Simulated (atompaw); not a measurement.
How hard is this sulfur (S) PAW (atompaw) potential?

```json
{
 "Element": "S (Z = 16)",
 "Generator": "atompaw 4.2.0.5",
 "Type": "PAW",
 "Functional": "PBE",
 "Relativity": "scalar-relativistic",
 "Frozen core": "[He]",
 "Valence charge": "14",
 "Reference configuration": "2s2 2p6 3s1.75 3p4.25",
 "Partial waves": "2s (bound): rc 0.70 bohr; 3s (bound): rc 0.80 bohr; 2p (bound): rc 0.65 bohr; 3p (bound): rc 0.80 bohr",
 "Local potential": "bessel scheme, radius 0.70 bohr",
 "Core correction": "smooth core density matched at 0.55 bohr",
 "Augmentation charge": "gaussian compensation charge, radius 0.65 bohr; PAW radius 0.80 bohr; waves and projectors: custom polynom vanderbiltortho"
}
```

The pseudo-atom Hamiltonian at the reference potential is diagonalised in spherical Bessel functions j_l(qr) that vanish at 20 bohr, with q² up to the cutoff. All-electron valence levels (Ry): 2s -15.5873, 3s -1.2811, 2p -11.5298, 3p -0.5255.

Q: How do the lowest levels (Ry) of each channel move with the cutoff, and are there ghosts?

A:

```
cutoff (Ry)      s #1     s #2      p #1     p #2    d #1    d #2    f #1  Σ f·Δε (mRy)
          8   -7.7577  -0.3846   -0.8141   0.0243  0.0704  0.1557  0.1171       82747.3
         25  -13.0654  -0.9885   -1.0333   0.0187  0.0702  0.1535  0.1171       70691.4
         50  -15.3084  -1.2576   -2.0163  -0.0318  0.0701  0.1531  0.1171       59776.3
        100  -15.5853  -1.2807  -11.0153  -0.5236  0.0701  0.1530  0.1171        3098.0
        180  -15.5870  -1.2810  -11.5240  -0.5253  0.0701  0.1530  0.1171          35.0
        400  -15.5873  -1.2811  -11.5295  -0.5255  0.0701  0.1530  0.1171           0.0
```

Result: no extra level below or beside the all-electron valence levels (s, p, d, f tested); 10 mRy is reached at 300 Ry and 1 mRy at over 300 Ry.
